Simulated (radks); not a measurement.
Effect of the nuclear size on the calcium ion Ca2+, [Ar]. Calculated with a radial shooting solver on a logarithmic mesh with Libxc functionals: Dirac Kohn-Sham, exchange-only LDA, spin-unpolarised, spherical densities, finite nucleus; Fermi nuclear charge, rms radius 3.4776 fm. The rms radius is varied about that value; shifts are against it.

| rms radius (fm) | total energy shift (eV) | density at nucleus (e/bohr^3) | 1s1/2 shift (meV) | 2s1/2 shift (meV) | 2p1/2 shift (meV) |
|---|---|---|---|---|---|
| 2.8864 | -0.00934 | 6146 | -3.95 | -0.313 | 0.046 |
| 3.1368 | -0.00559 | 6133 | -2.36 | -0.187 | 0.028 |
| 3.4776 | 0 | 6117 | 0.000 | 0.000 | 0.000 |
| 3.8045 | 0.00589 | 6103 | 2.49 | 0.198 | -0.029 |
| 4.114 | 0.0119 | 6091 | 5.05 | 0.400 | -0.059 |

Slopes of the eigenvalues against <r^2> in GHz/fm^2, as finite differences over the two radii next to the reference (eigenvalue slopes, not the field-shift constants of lines): 1s1/2 253, 2s1/2 20.1, 2p1/2 -2.96.
